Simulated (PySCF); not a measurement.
## Spinor energies of Mg (magnesium, neutral)

Start: [Ne] 3p2; 3p3/2 filled at m_j = +1/2, +3/2. Calculated with PySCF 2.14 in x2c-TZVPall-2c with one added diffuse shell each of s, p, d type (6s6p4d, 44 functions): generalised Hartree-Fock with the X2C-1e Hamiltonian and a Gaussian nucleus; one run each with spin-orbit coupling (SO) switched off, then screened by Boettger's factors. This is a chosen level, not necessarily the ground level.

```json
{"spinor shell": "1s1/2", "electrons": "2", "ε, spin-free (eV)": "-1340.4", "ε, screened SO (eV)": "-1340.4", "weight of nominal j (screened SO)": "1.000", "rms radius, screened SO (bohr)": "0.151"}
{"spinor shell": "2s1/2", "electrons": "2", "ε, spin-free (eV)": "-106.48", "ε, screened SO (eV)": "-106.49", "weight of nominal j (screened SO)": "1.000", "rms radius, screened SO (bohr)": "0.755"}
{"spinor shell": "2p1/2", "electrons": "2", "ε, spin-free (eV)": "-65.945", "ε, screened SO (eV)": "-66.164", "weight of nominal j (screened SO)": "0.882", "rms radius, screened SO (bohr)": "0.768"}
{"spinor shell": "2p3/2", "electrons": "4", "ε, spin-free (eV)": "-65.945", "ε, screened SO (eV)": "-65.841", "weight of nominal j (screened SO)": "0.941", "rms radius, screened SO (bohr)": "0.770"}
{"spinor shell": "3p3/2", "electrons": "2", "ε, spin-free (eV)": "-4.837", "ε, screened SO (eV)": "-4.836", "weight of nominal j (screened SO)": "0.831", "rms radius, screened SO (bohr)": "4.46"}
```

| quantity | spin-free | screened SO |
| --- | --- | --- |
| E (hartree) | -199.68097 | -199.68094 |
| M_J | 2 | 2 |
| ⟨J²⟩ | 6.000 | 6.000 |
| ⟨L²⟩ | 2.000 | 2.000 |
| ⟨S²⟩ | 2.000 | 2.000 |

Each row is a mean over spinors that exchange with the open shell spreads, by up to 0.406 eV (2p3/2).

Rows whose weight is well below 1 are mixtures of j = l ± 1/2: exchange outweighs spin-orbit coupling there, and the label is only the starting occupation.

Without spin-orbit coupling the j labels of p, d and f shells carry no meaning; the spin-free column gives the mean over the occupied spinors of each nl shell.
